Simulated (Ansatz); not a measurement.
Geometry optimisation, RKS PBE0-D4/def2-SVP in Ansatz.

Input:

```yaml
crystal:
  periodic: [false, false, false]
  atoms:
    - { symbol: Ga, position_ang: [0.0, 0.0, 0.0] }
    - { symbol: "N", position_ang: [1.3882, 0.0, 1.6155] }
    - { symbol: H, position_ang: [0.5112, -0.2713, 2.1455] }
    - { symbol: H, position_ang: [2.2651, 0.2713, 2.1455] }
    - { symbol: H, position_ang: [1.7585, 0.0, 0.2012] }
    - { symbol: H, position_ang: [-1.3596, 0.0, -0.785] }
basis:
  gaussian: { orbitals: def2-SVP }
hamiltonian:
  xc: pbe0
  dispersion: d4
relax:
  f_tol: 0.15
  max_steps: 25
  restrain:
    - { distance: [1, 4], at: 1.06, k: 30.0 }
    - { distance: [0, 1], at: 3.13, k: 30.0 }
    - { distance: [0, 4], at: 2.77, k: 30.0 }
```

Run as:

```bash
$ ansatz run input.yaml --threads 1 --pin off --max-ram 2048MiB --backend cpu --events-out ev --progress --plain --runs-dir out
```

Q: Where does it end, and by what steps?

A: The forces met the threshold. The restraints hold the end off the free minimum. After 22 steps the energy has fallen by 4.323 eV (the restraints' own energy left out); Ga1 moved furthest, 1.43 Å. Parted: Ga1–N2 (2.13 → 3.11 Å). Joined: N2–H5 (1.46 → 1.04 Å).

```tsv
step	energy less start (eV)	largest force component (eV/Å)	accepted
0	0.0000	3.476	yes
1	0.3362	4.993	yes
2	0.1898	8.901	yes
3	-1.3056	8.410	yes
4	-2.8834	4.449	yes
5	-3.7242	1.320	yes
6	-3.8339	1.075	yes
7	-3.8863	0.682	yes
8	-3.9219	0.657	yes
9	-3.9639	0.633	yes
10	-4.0021	0.613	yes
11	-4.0419	0.594	yes
12	-4.0626	1.100	yes
13	-4.1071	1.063	yes
14	-4.1985	0.930	yes
15	-4.2402	0.941	yes
16	-4.2290	1.131	no
17	-4.2512	0.766	yes
18	-4.2585	0.872	yes
19	-4.2770	0.937	yes
20	-4.2835	0.983	yes
21	-4.2937	0.820	yes
22	-4.3225	0.779	yes
```

```xyz
6
Properties=species:S:1:pos:R:3
Ga -0.292 -1.062 -0.908
N 1.289 -0.146 1.613
H 0.883 -0.029 2.538
H 2.286 0.041 1.685
H 0.870 0.584 1.004
H -0.473 0.612 -0.610
```

Run time: 45 s on 1 thread of Arm Neoverse V1 (shared host), peak memory 0.12 GiB.
